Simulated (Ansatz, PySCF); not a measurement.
Molecule: SnH2, net charge 1, doublet state. 
Geometry from a B3LYP-D3(BJ)/def2-TZVP (Ansatz, a quantum-chemistry and plane-wave program) optimisation:
```
Sn
H 1 1.7380
H 1 1.7380 2 119.55
```
Charge +1, spin multiplicity 2.

Total electronic energies in hartree. Valence correlation only, unless marked. Open shells are spin-unrestricted. Spin-orbit coupling is left out. The frozen core is the preceding noble-gas configuration, with the filled d and f shells of earlier blocks. In def2 rows, elements after Kr have scalar-relativistic effective core potentials. STO-3G rows are all-electron and non-relativistic. CBS(X,Y): correlation extrapolated as X^-3; Hartree-Fock from the larger set.

```json
[
 {"level": "HF/def2-TZVPPD", "program": "Ansatz", "energy (Eh)": "-214.19674"},
 {"level": "HF/def2-QZVPPD", "program": "Ansatz", "energy (Eh)": "-214.19817"},
 {"level": "PBE/def2-TZVPD", "program": "Ansatz", "energy (Eh)": "-215.13420"},
 {"level": "BLYP-D3(BJ)/def2-TZVPD", "program": "Ansatz + dftd3", "energy (Eh)": "-215.09495"},
 {"level": "revPBE-D4/def2-TZVPD", "program": "Ansatz + dftd4", "energy (Eh)": "-215.19677"},
 {"level": "BP86-D3(BJ)/def2-TZVPD", "program": "PySCF + dftd3", "energy (Eh)": "-215.26257"},
 {"level": "BP86-D4/def2-TZVPD", "program": "PySCF + dftd4", "energy (Eh)": "-215.26164"},
 {"level": "r2SCAN/def2-TZVPD", "program": "Ansatz", "energy (Eh)": "-215.21833"},
 {"level": "PBE0-D3(BJ)/def2-TZVP", "program": "Ansatz + dftd3", "energy (Eh)": "-215.14501"},
 {"level": "PBE0-D4/def2-TZVPD", "program": "Ansatz + dftd4", "energy (Eh)": "-215.14479"},
 {"level": "PBE0/def2-TZVPD", "program": "Ansatz", "energy (Eh)": "-215.14428"},
 {"level": "PBE0/def2-TZVPD", "program": "PySCF", "energy (Eh)": "-215.14431"},
 {"level": "PW6B95-D3(BJ)/def2-TZVPD", "program": "PySCF + dftd3", "energy (Eh)": "-215.27410"},
 {"level": "M06-2X/def2-TZVPD", "program": "PySCF", "energy (Eh)": "-215.07355"},
 {"level": "LC-wPBE/def2-TZVPD", "program": "Ansatz", "energy (Eh)": "-215.17148"},
 {"level": "PBE-QIDH/def2-TZVPD", "program": "Ansatz", "energy (Eh)": "-214.86205"},
 {"level": "MP2/STO-3G", "program": "Ansatz", "energy (Eh)": "-5964.24646"},
 {"level": "RI-MP2/def2-QZVPP", "program": "Ansatz", "energy (Eh)": "-214.26999"},
 {"level": "RI-MP2/def2-QZVPPD", "program": "Ansatz", "energy (Eh)": "-214.27003"},
 {"level": "SCS-MP2/def2-SVPD", "program": "Ansatz", "energy (Eh)": "-214.25324"},
 {"level": "CCSD(T)/def2-SVP", "program": "Ansatz", "energy (Eh)": "-214.26362"},
 {"level": "CCSD(T)/def2-TZVPPD", "program": "Ansatz", "energy (Eh)": "-214.28544"},
 {"level": "CCSD(T)/CBS(def2-TZVPPD,def2-QZVPPD)", "program": "Ansatz", "energy (Eh)": "-214.2929"}
]
```

Totals of different functionals don't rank their quality; only differences between species are comparable.
